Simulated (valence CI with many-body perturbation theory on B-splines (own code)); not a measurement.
The numbers below are computed, except where a source is named.
## Sensitivity of CI+MBPT for Ta⁶⁷⁺

Level of theory: valence CI with perturbative core correlation (CI+MBPT): four valence electrons over a frozen Dirac-Fock core [He], a basis of 6 s, 6 p, 5 d, 3 f, 1 g functions for each j, with the one-electron correlation potential Σ1 (screened to all orders), the two-electron term Σ2, the three-electron term Σ3, Breit, model QED; selected single and double excitations, second order for the rest, scaled by the run's own slope (own B-spline code, finite nucleus).

No measured spectrum was set against this ion. As an estimate, large intervals hold to a few tenths of a per cent, small ones and those within an open d or f shell to about a per cent.

The reference run has the lowest level (2s^2 2p1/2^2) J=0 and an ionisation energy of 17845.3 eV. Its largest variational space holds 8901 state functions.

Levels are named by their leading jj configuration (3d3/2^4 stands for four electrons in 3d with j = 3/2), which in mixed levels can hold well under half, so a name can repeat and another be missing. Letters in brackets count levels of one name in rising energy.

Changed runs:
A. highest l in the core sums 6 → 3
B. scale of Σ1 1 → 1.1
C. natural orbitals for correlation on → off
D. Davidson tolerance 2e-05 → 0.03 (bad on purpose)

Excitation energies of the reference run in cm⁻¹, and shifts in cm⁻¹:

| Level | Reference | A | B | C | D |
| --- | --- | --- | --- | --- | --- |
| (2s^2 2p1/2 2p3/2) J=1 | 10687000 | +38 | +174 | -3222 | 0 |
| (2s^2 2p1/2 2p3/2) J=2 | 10833900 | +38 | +174 | -1965 | 0 |
| (2s 2p1/2^2 2p3/2) J=2 | 13069900 | -56 | -104 | -1504 | 0 |
| (2s 2p1/2^2 2p3/2) J=1 | 13768600 | -56 | -104 | +2317 | 0 |
| (2s^2 2p3/2^2) J=2 | 21708800 | +75 | +346 | -4236 | 0 |
| (2s^2 2p3/2^2) J=0 | 22206900 | +75 | +346 | -2486 | 0 |
| (2s 2p1/2 2p3/2^2) J=2 [a] | 23528800 | -18 | +70 | -5884 | 0 |
| (2s 2p1/2 2p3/2^2) J=3 | 23885900 | -18 | +70 | -3272 | 0 |
| (2s 2p1/2 2p3/2^2) J=0 | 24381100 | -18 | +71 | -868 | 0 |
| (2s 2p1/2 2p3/2^2) J=1 [a] | 24561800 | -18 | +70 | -876 | 0 |
| (2s 2p1/2 2p3/2^2) J=2 [b] | 24636700 | -18 | +70 | +606 | 0 |
| (2s 2p1/2 2p3/2^2) J=1 [b] | 24671400 | -18 | +71 | +310 | 0 |
| Ionisation energy (eV) | 17845.3 | +0.012 | +0.053 | -1.3 | 0 |

No effect on these energies: D.
